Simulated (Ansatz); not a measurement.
Reaction: HSe (SMILES [SeH], doublet) → HSe- (SMILES [SeH-]) (an electron is taken up)
Each species at its own B3LYP-D3(BJ)/def2-TZVP minimum (Ansatz, a first-principles code).

Wanted: adiabatic electron affinity (electronic), positive where energy is released, in eV. Open shells are spin-unrestricted; no spin-orbit coupling. Correlated methods leave the cores frozen (noble-gas shells, and filled d and f shells in the p block). No relativity. CBS(X,Y): correlation extrapolated as X^-3, Hartree-Fock from the larger set. A bracket is a step between two methods taken in the basis named.

| level | program | adiabatic electron affinity (eV) |
|---|---|---|
| CCSD/aug-cc-pVDZ | Ansatz | 2.06 |
| CCSD/CBS(aug-cc-pVTZ,aug-cc-pVQZ) | Ansatz | 2.26 |
| CCSD(T)/aug-cc-pVTZ | Ansatz | 2.23 |

Problem. Predict the result of CCSD(T)/CBS(aug-cc-pVTZ,aug-cc-pVQZ) + [CCSDT(Q) - CCSD(T)]/aug-cc-pVQZ + [CCSDTQ - CCSDT(Q)]/aug-cc-pVDZ (Ansatz).

Solution. 2.36 eV; the difference of CCSD(T)/aug-cc-pVTZ is -0.13 eV.
